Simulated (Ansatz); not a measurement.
Compare A (`C=C1O[SiH2]C1N`) with its isomer B (`C=C/N=C/O[SiH3]`).

Calculated with Ansatz (gas phase, PBE0-D4/def2-TZVP geometries, no zero-point term in ΔE). CCSD(T)/CBS is the MP2 limit (def2-TZVPP, def2-QZVPP) plus CCSD(T) − MP2 in def2-TZVPP, frozen cores. Functionals use def2-TZVPP. B3LYP here is the variant with VWN-RPA as its local correlation; programs differ in this. Each species was taken in one conformer, which may not be the lowest.

Q: Which is lower in electronic energy at CCSD(T)/CBS, and by how much? (Estimate.)

A: Ansatz gave: B, by 27.7 kJ/mol.

Q: Give E(B) − E(A) in kJ/mol with MP2/def2-TZVPP, CCSD(T)/def2-TZVPP, B3LYP-D4, HF/def2-TZVPP, PBE-D4, CCSD/def2-TZVPP, PBE0-D4. (Best estimate.)

A: Computed: MP2/def2-TZVPP -25.6, CCSD(T)/def2-TZVPP -33.4, B3LYP-D4 -44.9, HF/def2-TZVPP -62.0, PBE-D4 -26.6, CCSD/def2-TZVPP -32.3, PBE0-D4 -18.3. None reverses the order clearly.

Largest T1 diagnostic: 0.014.

From PBE to PBE0 (25 % exact exchange), in def2-TZVPP and without D4, E(B) − E(A) moves by +8.7 kJ/mol. In def2-TZVPP, CCSD(T) changes the Hartree–Fock value by +28.6 kJ/mol (the triples alone add −1.1 kJ/mol) and MP2 by +36.4 kJ/mol.
